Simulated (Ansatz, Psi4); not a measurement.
## Worked example: the enthalpy of formation of ICl (iodine monochloride)

The species is ICl (2 atoms), meant as a singlet with charge 0. As SMILES, `ClI`. The coordinates come from a PBE0-D4/def2-TZVP relaxation.

```xyz
2

Cl    0.0000    0.0000   -0.0026
I     0.0000    0.0000    2.3091
```

Total energies at DSD-PBEP86/def2-TZVP (core potential, density fitting for correlation), 9 core orbitals frozen (Psi4 1.11); the atoms run unrestricted:

| species | state | energy (Eh) |
| --- | --- | --- |
| ICl | singlet | -757.291346 |
| Cl | doublet | -459.834227 |
| I | doublet | -297.372885 |

Harmonic wavenumbers at PBE0-D4/def2-TZVP, in cm⁻¹: 399.

Measured heats of formation of the gaseous atoms at 298.15 K, in kJ/mol: Cl 121.3, I 106.8. Spin-orbit lowering of the atoms at 298 K (mean of the ground term's levels less their thermal mean, from spectra), in kJ/mol: Cl 3.44, I 30.32. Take 1 Eh = 2625.50 kJ/mol, 1 cm⁻¹ = 0.0119627 kJ/mol, RT = 2.479 kJ/mol.

Question: What heat of formation follows?

Answer: 
1. Electronic atomisation energy: (-459.834227) + (-297.372885) − (-757.291346) = 0.084234 Eh = 221.2 kJ/mol.
2. Zero-point energy: half the sum of the wavenumbers, 199.5 cm⁻¹ = 2.4 kJ/mol.
3. Thermal vibrational enthalpy, Σ hcν̃/(exp(hcν̃/kT) − 1): 0.8 kJ/mol. Translation, rotation and pV of a linear molecule: 3.5 RT = 8.7 kJ/mol.
4. The 2 free atoms carry 5/2 RT each: 12.4 kJ/mol.
5. Spin-orbit coupling lowers the free atoms by 3.44 + 30.32 = 33.8 kJ/mol.
6. Atomisation enthalpy at 298 K: 221.2 − 33.8 − 2.4 − 0.8 − 8.7 + 12.4 = 187.9 kJ/mol.
7. Sum of the atoms' heats of formation: 228.1 kJ/mol. Heat of formation: 228.1 − 187.9 = +40.2 kJ/mol.

The tabulated value is +17.4 kJ/mol (Active Thermochemical Tables), so this level is off by +22.8 kJ/mol, or 10.8 % of the atomisation enthalpy that the table implies (210.7 kJ/mol). Anharmonicity and any spin-orbit splitting of the molecule are left out, and so is core correlation.
